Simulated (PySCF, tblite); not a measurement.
Isomers of C5H5ClO2S2, one GFN2-xTB conformer each. Single-point energies are computed at PBE0/pcSseg-1 (PySCF, gas phase, no added dispersion term), electronic only.

```
               SMILES  GFN2-xTB relative energy (kJ/mol)
Cc1ccc(S(=O)(=O)Cl)s1                                0.0
Cc1csc(S(=O)(=O)Cl)c1                                0.4
```

Conformers: `[CH3:1][c:2]1[cH:3][cH:4][c:5]([S:6](=[O:7])(=[O:8])[Cl:9])[s:10]1` with C4–C5–S6–O7 -157°; `[CH3:1][c:2]1[cH:3][s:4][c:5]([S:6](=[O:7])(=[O:8])[Cl:9])[cH:10]1` with S4–C5–S6–O7 -157°.

What does PBE0/pcSseg-1 give for the same structures?

```
               SMILES  PBE0/pcSseg-1 E (Eh)  PBE0/pcSseg-1 (kJ/mol)  GFN2-xTB (kJ/mol)  point group
Cc1ccc(S(=O)(=O)Cl)s1           -1599.59270                     0.0                0.0           C1
Cc1csc(S(=O)(=O)Cl)c1           -1599.59145                     3.3                0.4           C1
```

Both levels put the same isomer lowest. Neighbours under 10 kJ/mol apart (Cc1ccc(S(=O)(=O)Cl)s1 and Cc1csc(S(=O)(=O)Cl)c1) can change places with a better method, another conformer or zero-point energy.

Which frontier levels, dipoles and rotational constants go with these structures?

| SMILES | HOMO (eV, PBE0/pcSseg-1) | LUMO (eV) | dipole (D) | A, B, C (MHz) |
| --- | --- | --- | --- | --- |
| Cc1ccc(S(=O)(=O)Cl)s1 | -7.68 | -2.12 | 6.07 | 1869, 548.0, 530.5 |
| Cc1csc(S(=O)(=O)Cl)c1 | -7.77 | -2.14 | 5.69 | 1616, 579.0, 532.7 |

What happens when harmonic zero-point energies from GFN2-xTB frequencies are added?

| SMILES | ZPE (kJ/mol) | electronic (kJ/mol) | with ZPE (kJ/mol) |
| --- | --- | --- | --- |
| Cc1ccc(S(=O)(=O)Cl)s1 | 244.0 | 0.0 | 0.0 |
| Cc1csc(S(=O)(=O)Cl)c1 | 244.2 | 3.3 | 3.5 |

The zero-point energies span 0.2 kJ/mol. The order is unchanged.
